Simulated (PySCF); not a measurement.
**NMR data sheet: C7H9F**

- Formula: C7H9F
- SMILES: C=C/C=C(/C=C)CF
- InChI: InChI=1S/C7H9F/c1-3-5-7(4-2)6-8/h3-5H,1-2,6H2/b7-5-
- Point group of the computed structure: C1
- Degrees of unsaturation: 3
- Carbon signals: 7
- Proton signals: 8

Mapped SMILES: `[CH2:1]=[CH:2]/[CH:3]=[C:4](/[CH:5]=[CH2:6])[CH2:7][F:8]` (H(Xn): hydrogen on atom n). Ha(C1) is cis to C3; Ha(C6) is cis to C4; Hb(C1) is trans to C3; Hb(C6) is trans to C4.

A single conformation, equivalent nuclei averaged, non-relativistic, no solvent. σ from GIAO-PBE0/pcSseg-1; GFN2-xTB geometry; PySCF.

Referencing at the same level of theory: ¹H, ¹³C against TMS; ¹⁹F vs CFCl3.

```tsv
carbon	δC, type	δH (multiplicity)	HMBC from (2–3 bonds)	span of the C tensor (ppm)
C1	129.7, CH2	Ha(C1) 5.76 (m); Hb(C1) 5.69 (m)	H(C2), H(C3)	211
C2	139.5, CH	7.14 (m)	H(C3), Ha(C1), Hb(C1)	237
C3	143.9, CH	6.35 (m)	H(C2), H(C5), Ha(C1), Hb(C1), H(C7)	172
C4	142.4, C	–	H(C2), H(C5), H(C3), Ha(C6), Hb(C6), H(C7)	203
C5	146.4, CH	6.56 (m)	H(C3), Ha(C6), Hb(C6), H(C7)	212
C6	124.4, CH2	Ha(C6) 5.94 (m); Hb(C6) 5.66 (m)	H(C5)	216
C7	79.1, CH2	5.52 (m)	H(C5), H(C3)	91
```

Other nuclei:
| atoms | nucleus | environment | δ (ppm) | σ (ppm) |
| --- | --- | --- | --- | --- |
| F8 | ¹⁹F | fluorine on an sp3 carbon | -247.3 | 418.2 |

1. Carbon types of the structure: 1 × C, 3 × CH, 3 × CH2, which accounts for all hydrogens.
2. δC 146.4, 143.9, 139.5: alkene CH; an sp2 carbon of a C=C bond.
3. δC 142.4: fully substituted alkene carbon; an sp2 carbon of a C=C bond.
4. δC 129.7, 124.4: terminal =CH2 carbon; an sp2 carbon of a C=C bond.
5. δC 79.1: allylic sp3 CH2 bonded to F; deshielded by the electronegative neighbour.
6. δH 7.14, 6.56, 6.35: hydrogen on an alkene CH; attached to an sp2 carbon and in the plane of the double bond.

Splittings by ¹⁹F in the carbon and heteronuclear signals aren't shown, as no couplings were computed. Shifts are as computed. Against solution values, carbons near 30 ppm lie about +3 ppm off and those near 130 ppm about +5 ppm. Of 1211 compounds with measured shifts, 218 miss one by over three times the rms of a fit or turn the order of signals round; such compounds aren't used in these exercises. Unscaled 19F shifts against computed CFCl3 carry errors that often reach 10 to 50 ppm. Multiplicities follow the n + 1 count of equivalent neighbours, as no J values were calculated; m marks all less simple cases, F and P coupling included.
